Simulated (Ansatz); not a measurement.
The same bond dissociation along the group B, Al, Ga, In.

Calculated with Ansatz (gas phase, PBE0-D4/def2-TZVP geometries, no zero-point term in ΔE). CCSD(T)/CBS adds triple-zeta CCSD(T) − MP2 to the extrapolated MP2 energy (def2 sets, frozen cores). Small cases extrapolate CCSD(T) itself. Functionals use def2-TZVPP. B3LYP here is the variant with VWN-RPA as its local correlation; programs differ in this. No spin–orbit coupling; open shells (•) take unrestricted orbitals. Elements past krypton have def2 core potentials. For Ga, In outer-core shells are correlated without core-valence functions, which leaves a few kJ/mol of doubt a bond. Scalar relativity is left out up to krypton. Each species was taken in one conformer, which may not be the lowest.

```
                                        reaction  B3LYP-D4 (eV)  PBE0-D4 (eV)  ωB97M-V (eV)  CCSD(T)/CBS(def2) (eV)
                   `OB(S)S` → `S[B]S`• + `[OH]`•           6.08          6.10          6.36                    6.32
`[OH][Al]([SH])[SH]` → `[SH][Al][SH]`• + `[OH]`•           5.41          5.36          5.66                    5.69
`[OH][Ga]([SH])[SH]` → `[SH][Ga][SH]`• + `[OH]`•           4.36          4.42          4.56                    4.75
`[OH][In]([SH])[SH]` → `[SH][In][SH]`• + `[OH]`•           3.54          3.64          3.82                    3.98
```

Largest T1 diagnostic: 0.018, for `[SH][In][SH]`•.

Extrapolated directly: `OB(S)S` → `S[B]S`• + `[OH]`•.
